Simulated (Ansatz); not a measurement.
```yaml
crystal:
  periodic: [false, false, false]
  atoms:
    - {symbol: C, position_ang: [-1.299390, -0.828121, -0.204978]}
    - {symbol: Ta, position_ang: [0.294357, 0.573447, -0.514552]}
    - {symbol: N, position_ang: [1.548859, 0.282890, 0.956273]}
    - {symbol: F, position_ang: [0.990426, 0.224736, -2.222861]}
    - {symbol: S, position_ang: [-0.588049, 2.528111, -0.259230]}
    - {symbol: H, position_ang: [-1.793201, -0.678691, 0.758139]}
    - {symbol: H, position_ang: [-0.917139, -1.855302, -0.245116]}
    - {symbol: H, position_ang: [-2.052569, -0.707452, -0.991457]}
    - {symbol: H, position_ang: [1.717600, 0.914659, 1.725333]}
    - {symbol: H, position_ang: [2.182006, -0.505277, 1.001448]}
basis:
  gaussian: {orbitals: def2-TZVPD}
hamiltonian: {xc: {name: B2PLYP}}
output: {forces: true}
```

```sh
$ ansatz run in.yaml --threads 4 --pin off --events-out ev --progress --plain --max-ram 10444MiB
```

Shortened log:

```
Functional definition: B2PLYP
1763 factors; integrals over basis functions are off by at most 9.7e-4 eV
mean field evaluation 1: about -17688.0682 eV, gradient 7.5e1 eV
mean field evaluation 2: about -17688.1556 eV, gradient 7.5e1 eV
mean field evaluation 4: about -17697.7981 eV, gradient 2.2e1 eV
mean field evaluation 8: about -17699.1097 eV, gradient 4.7e-1 eV
mean field evaluation 16: about -17699.1172 eV, gradient 9.6e-4 eV
mean field -17699.11720016 eV, -650.4305602132 hartree, gradient 4.1e-6 eV, S^2 0.000000; 0 other end points of the search recorded, 0 dependent functions left out
8 core orbitals not correlated: weight in the atoms' cores, before any rotation towards them, 1.000 or more for the frozen orbitals, at most 0.000 for the correlated occupied ones
reference -17699.11741098 eV, -650.4305679607 hartree; 20, 20 occupied and 220, 220 virtual orbitals, 1763 factors
second order -39.39621324 eV of doubles, -0.00000000 eV of singles
Total energy: -17709.75438855 eV, -650.8214696766 hartree
Atom 0 at    -1.299390    -0.828121    -0.204978 Å, force    -0.251512    -0.189327     0.050357 eV/Å
Atom 1 at     0.294357     0.573447    -0.514552 Å, force     0.017784    -0.245672    -0.032773 eV/Å
Atom 2 at     1.548859     0.282890     0.956273 Å, force     0.193186     0.003535     0.275246 eV/Å
Atom 3 at     0.990426     0.224736    -2.222861 Å, force     0.166078    -0.076744    -0.453433 eV/Å
Atom 4 at    -0.588049     2.528111    -0.259230 Å, force    -0.237563     0.535412     0.074954 eV/Å
Atom 5 at    -1.793201    -0.678691     0.758139 Å, force     0.006119    -0.022258    -0.039625 eV/Å
Atom 6 at    -0.917139    -1.855302    -0.245116 Å, force    -0.015057     0.044298    -0.000242 eV/Å
Atom 7 at    -2.052569    -0.707452    -0.991457 Å, force     0.022122    -0.015165     0.030619 eV/Å
Atom 8 at     1.717600     0.914659     1.725333 Å, force     0.046237     0.022942     0.075699 eV/Å
Atom 9 at     2.182006    -0.505277     1.001448 Å, force     0.052605    -0.057020     0.019198 eV/Å
Dipole moment:     0.367618    -0.558359     0.401182 e Å
```

Run time 25 s (4 threads of an Arm Neoverse V1 on a shared host); peak host memory 0.94 GiB.
